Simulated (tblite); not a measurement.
Compound: C6H9F2 (doublet state).
SMILES with atom numbers: `[CH3:1][CH:2][C@@H:3]1[CH2:4][C@@H:5]1[CH:6]([F:7])[F:8]` (hydrogens: H9, H10, H11 on C1; H12 on C2; H13 on C3; H14, H15 on C4; H16 on C5; H17 on C6)

Cartesian coordinates in Å at the GFN2-xTB level; atoms count from 1:
```
atom  x, y, z in Å
C1    -2.3975   -0.6033    0.5050
C2    -0.9631   -0.6458    0.1485
C3    -0.3321    0.3750   -0.6440
C4     0.9019    0.0859   -1.4741
C5     1.0365    0.9879   -0.2904
C6     1.7930    0.5191    0.9139
F7     3.1343    0.6833    0.7364
F8     1.4802    1.2619    2.0074
H9    -2.5320   -0.6797    1.5874
H10   -2.9377   -1.4487    0.0669
H11   -2.8616    0.3174    0.1603
H12   -0.3876   -1.4925    0.4832
H13   -1.0240    1.0996   -1.0587
H14    0.9760    0.5218   -2.4576
H15    1.3276   -0.9033   -1.3974
H16    1.1554    2.0502   -0.4642
H17    1.6239   -0.5371    1.1676
```

Level: GFN2-xTB in tblite, geometry and Hessian alike; calculated harmonic values, unscaled, isolated species. Against measured fundamentals such values can be off by several per cent, at times by over 20. One conformer, not necessarily the lowest. Open shells enter through the occupations alone, without spin polarisation, and single modes of such species can be off by tens of per cent.

Harmonic wavenumbers (cm⁻¹): 29.8, 55.4, 65.7, 142.0, 214.8, 282.9, 366.4, 387.5, 403.1, 512.1, 528.8, 564.2, 824.5, 830.9, 872.5, 922.3, 986.5, 994.4, 1003.5, 1017.4, 1054.3, 1064.1, 1074.8, 1140.7, 1148.1, 1195.3, 1221.9, 1253.2, 1257.3, 1272.8, 1369.8, 1398.3, 1405.9, 1450.6, 1458.7, 1486.2, 2906.5, 2916.2, 2955.8, 3035.4, 3041.5, 3059.2, 3093.1, 3103.8, 3111.3.

A = 3403, B = 1216, C = 993.1 MHz; mass 119.067 u (most abundant isotopes); point group C1, symmetry number 1; spin multiplicity 2.

Problem. What is the zero-point energy?

Solution. Half the sum of the wavenumbers: 29240 cm⁻¹ = 349.79 kJ/mol.

Problem. What is S at 273.15 K and 1 bar for an ideal gas of classical rigid rotors and harmonic oscillators?

Solution. Translation 166.65, rotation 119.19, vibration 105.72, spin (R ln 2) 5.76: S = 397.3 J/(mol K).

Problem. And Cp and H(273.15 K) − H(0)?

Solution. Cp = 132.48 J/(mol K), of which vibrations give 99.22 (their classical limit is 45 R = 374.2); H(273.15 K) − H(0) = 23.16 kJ/mol without the zero-point energy, 14.07 from vibrations.

Problem. How do the functions run with temperature in this model?

Solution. 
```tsv
T (K)	S (J/(mol K))	Cp (J/(mol K))	H − H(0) (kJ/mol)	G − H(0) (kJ/mol)	ln q(vib)
150	332.6	89.2	9.59	-40.30	3.63
250	386.0	123.7	20.19	-76.30	5.99
298.15	409.3	142.1	26.59	-95.46	7.08
400	456.6	180.7	43.06	-139.57	9.37
600	541.9	240.3	85.55	-239.59	13.81
900	650.8	295.6	166.68	-419.04	20.16
```

q(vib) and H(0) count from the zero-point level.

Problem. What must be added to the electronic energy to get the Gibbs energy at 273.15 K and 1 bar?

Solution. ZPE + [H(273.15 K) − H(0)] − T·S = 349.79 + 23.16 − 108.53 = 264.42 kJ/mol.

Problem. Which modes carry the vibrational entropy at 273.15 K?

Solution. 29.8 cm⁻¹: 23.72; 55.4 cm⁻¹: 18.58; 65.7 cm⁻¹: 17.18; 142.0 cm⁻¹: 10.92; 214.8 cm⁻¹: 7.72; 282.9 cm⁻¹: 5.73 J/(mol K); the other 39 give 21.87 together.

Problem. Blend soft modes into free rotors: weight 1/[1 + (100 cm⁻¹/ν̃)⁴] for the oscillator and the rest for a rotor with moment μB/(μ + B), μ = h/(8π²ν), B = 10⁻⁴⁴ kg m². What vibrational entropy results?

Solution. 91.20 J/(mol K) in place of 105.72, which changes −T·S at 273.15 K by +3.97 kJ/mol.

Hindered rotation and anharmonicity are outside this model. Other conformers, if any are populated, would add a mixing term that is left out. The structure is chiral; the term R ln 2 for an equal mix with its mirror image is left out.

The run took 0.39 s of wall time on Arm Neoverse V2, one thread (shared host). This covers the Hessian and the dipole derivatives.
